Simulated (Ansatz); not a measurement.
`OCOC[SiH3]` + `[OH][Ga]([OH])[Cl]` → `[OH][Ga]([Cl])[O][SiH3]` + `COCO`  (ligand exchange at the Si–C bond)

Isolated molecules relaxed with PBE0-D4/def2-TZVP in Ansatz; ΔE leaves out vibrations. CCSD(T)/CBS adds triple-zeta CCSD(T) − MP2 to the extrapolated MP2 energy (def2 sets, frozen cores). This one scheme is used for every species. Functionals use def2-TZVPP. B3LYP here is the variant with VWN-RPA as its local correlation; programs differ in this. For Ga outer-core shells are correlated without core-valence functions, which leaves a few kJ/mol of doubt a bond. Scalar relativity is left out up to krypton. One conformer a species, not always the lowest.

`OCOC[SiH3]`:

Cartesian coordinates in Å:
```
O -0.422 -2.234 0.744
C -0.816 -1.333 -0.247
O 0.256 -0.669 -0.841
C 0.921 0.240 0.032
Si 0.120 1.958 0.022
H 0.113 -2.918 0.329
H -1.335 -1.833 -1.071
H -1.497 -0.633 0.252
H 1.949 0.329 -0.330
H 0.982 -0.174 1.045
H 0.841 2.841 0.979
H -1.310 1.884 0.426
H 0.198 2.542 -1.341
```

`[OH][Ga]([OH])[Cl]`:

```xyz
6

O    -1.371   -0.566   -0.264
Ga    0.202    0.059    0.262
O     1.340    0.683   -0.935
Cl    0.753    0.074    2.311
H    -1.920   -0.883    0.457
H     0.996    0.632   -1.831
```

`[OH][Ga]([Cl])[O][SiH3]`:

Z-matrix (Å, degrees):
```
Si
O 1 1.640
H 1 1.488 2 110.9
H 1 1.484 2 107.9 3 119.7
H 1 1.488 2 110.8 3 -120.7
Ga 2 1.765 1 137.4 3 56.8
Cl 6 2.114 2 120.5 1 -0.4
O 6 1.764 2 119.6 1 179.6
H 8 0.961 6 112.5 2 -0.0
```

`COCO`:

Z-matrix (Å, degrees):
```
C
O 1 1.410
H 1 1.090 2 107.2
H 1 1.098 2 110.9 3 118.9
H 1 1.094 2 111.6 3 -119.7
C 2 1.391 1 113.3 3 -179.1
O 6 1.398 2 113.5 1 -67.9
H 6 1.095 2 105.4 1 169.5
H 6 1.097 2 111.0 1 50.4
H 7 0.962 6 108.0 2 -64.4
```

| level | ΔE (kcal/mol) | difference from CCSD(T)/CBS |
| --- | --- | --- |
| r2SCAN-D4 | -27.8 | 0.9 |
| B3LYP-D4 | -28.8 | -0.1 |
| ωB97X-V | -28.3 | 0.4 |
| ωB97M-V | -28.0 | 0.7 |
| B2PLYP | -29.6 | -0.9 |
| PBE | -24.4 | 4.3 |
| r2SCAN | -27.9 | 0.8 |
| B3LYP | -29.0 | -0.3 |
| HF/def2-TZVPP | -35.4 | -6.7 |
| MP2/def2-TZVPP | -29.8 | -1.1 |
| CCSD/def2-TZVPP | -30.0 | -1.3 |
| CCSD(T)/def2-TZVPP | -29.1 | -0.4 |
| HF/def2-QZVPP | -35.8 | -7.1 |
| SCS-MP2/def2-QZVPP | -30.8 | -2.1 |
| MP2/CBS(def2) | -29.4 | -0.7 |
| CCSD/CBS(def2) | -29.6 | -0.9 |
| CCSD(T)/CBS | -28.7 | 0 |

Largest T1 diagnostic among the species: 0.013.

From PBE to PBE0 (25 % exact exchange), in def2-TZVPP and without D4, ΔE moves by −2.2 kcal/mol. In def2-TZVPP, CCSD(T) changes the Hartree–Fock value by +6.3 kcal/mol (the triples alone add +0.9 kcal/mol) and MP2 by +5.6 kcal/mol.
